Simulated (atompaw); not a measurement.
neon: PAW (atompaw) pseudisation with LDA (PW92), non-relativistic reference atom.

| Item | Value |
| --- | --- |
| Element | neon |
| Generator | atompaw 4.2.0.5 |
| Type | PAW |
| Functional | LDA (PW92) |
| Relativity | non-relativistic |
| Frozen core | [He] |
| Valence charge | 8 |
| Reference configuration | 2s2 2p4 (charge +2) |
| Partial waves | 2s (bound): rc 0.60 bohr; 2s channel at -2.85 Ry: rc 0.60 bohr; 2p (bound): rc 1.00 bohr; 2p channel at -2.3 Ry: rc 1.00 bohr; 3d channel at 0.05 Ry: rc 1.00 bohr |
| Local potential | troulliermartins scheme with l = 3 at 0 Ry, radius 1.00 bohr |
| Core correction | smooth core density matched at 0.95 bohr |
| Augmentation charge | besselshape compensation charge, radius 0.85 bohr; PAW radius 1.00 bohr; waves and projectors: custom polynom gramschmidtortho |

All-electron outer shells of the reference configuration (LDA (PW92), non-relativistic, ld1.x):

| shell | level (eV) | outermost node (bohr) | outermost maximum (bohr) |
| --- | --- | --- | --- |
| 2s | -77.55 | 0.22 | 0.66 |
| 2p | -54.95 | – | 0.58 |

What the tests gave:

| Property | Result |
| --- | --- |
| Cutoffs needed | 140 Ry and 230 Ry (the cutoffs (Ry, on a coarse ladder) from which the occupation-weighted sum of valence levels, in a spherical-Bessel basis at the reference potential, stays within 10 and 1 mRy of its value at 400 Ry) |
| Ghost test | no extra level below or beside the all-electron valence levels (s, p, d, f tested) (spherical-Bessel basis up to 400 Ry, 20 bohr box) |
| Lowest eigenvalue of the overlap operator | 0.68 (s channel) |
| Overlap eigenvalues printed by atompaw (projector basis) | 0.197, 0.298, 4.32, 11.3, 110 |
| Share of each valence orbital outside the PAW sphere | 2s 27 %, 2p 27 % |

Generation and tests took about 0.47 s on one core of a shared server CPU.
